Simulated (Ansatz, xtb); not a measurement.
**ClGaGeH5N: which of two structures lies lower**

Structure a: `[NH2][Ga]([Cl])[GeH3]`, a singlet. Structure b: a singlet given by its coordinates. Both are isolated molecules in the gas phase, relaxed with PBE0-D3(BJ)/def2-SVP; the shapes shown needn't be the lowest conformers.

a (Å):

```xyz
9

Cl   -0.4963   -2.4630    2.0930
Ga   -1.6593   -1.5216    0.5254
Ge   -0.8519   -1.4902   -1.7525
N    -3.2008   -0.8219    1.1468
H    -3.8844   -0.3395    0.5769
H    -3.4759   -0.8734    2.1206
H     0.5038   -0.7659   -1.8261
H    -1.8448   -0.7643   -2.6802
H    -0.6623   -2.9272   -2.2691
```

b (Å):

```xyz
9

Cl   -2.0022   -1.9927    2.3281
Ga   -1.3233   -1.8035    0.2758
Ge    1.1395   -0.5501    0.0150
N    -0.8262    0.0898    0.0527
H    -2.0161   -2.5262   -0.9067
H    -1.1320    0.5599   -0.7970
H    -1.0477    0.6798    0.8536
H     0.4125   -2.1032    0.4019
H     0.9339   -0.9232   -1.5249
```

Close contacts (Å): Cl1–Ga2 2.17, Ga2–Ge3 2.78, Ga2–N4 1.97, Ge3–N4 2.07, Ga2–H5 1.55, Ga2–H8 1.77, Ge3–H8 1.76, Ge3–H9 1.60, N4–H6 1.02, N4–H7 1.02.

**Question.** Which of the two would you expect CCSD(T)/def2-SVP + ΔMP2/def2-TZVPP electronic energies to favour?

**Answer.** Structure a; the calculation gives E(b) − E(a) = +8.6 kcal/mol.

The same difference at several levels:

```csv
level,geometry,E(b) − E(a) (kcal/mol),departure from the last row (kcal/mol),"job, with rough time for the two"
PBE0-D3(BJ)/def2-SVP,PBE0-D3(BJ)/def2-SVP,+6.4,−2.2,"optimisation, 1.9 min"
HF/def2-SVP,PBE0-D3(BJ)/def2-SVP,+11.9,+3.3,part of the CCSD(T) run
MP2/def2-SVP,PBE0-D3(BJ)/def2-SVP,+9.8,+1.2,part of the CCSD(T) run
CCSD(T)/def2-SVP,PBE0-D3(BJ)/def2-SVP,+7.8,−0.9,single point
CCSD(T)/def2-SVP + ΔMP2/def2-TZVPP,PBE0-D3(BJ)/def2-SVP,+8.6,,"single point, 48 s"
```

None of the levels shown reverses the order. The largest departure from CCSD(T)/def2-SVP + ΔMP2/def2-TZVPP is that of HF/def2-SVP, 3.3 kcal/mol. Levels run at GFN2-xTB geometries aren't shown. The last row adds to CCSD(T) the change of the MP2 difference between the two basis sets, here +0.9 kcal/mol.

With harmonic frequencies from PBE0-D3(BJ)/def2-SVP (ideal gas, rigid rotor, one conformer each, 298.15 K, 1 atm): on the last row, ΔE + ΔZPE = +9.5 kcal/mol. A mode under 50 cm⁻¹ makes harmonic enthalpies and free energies unreliable, so none is given.

The correlated steps freeze 24 core orbitals; the filled d shell of Ga and Ge is correlated, in a basis made for valence electrons. Run with Ansatz 0.2.0; the last row on 2 threads of Intel(R) Xeon(R) 6975P-C (Granite Rapids) on a shared host.
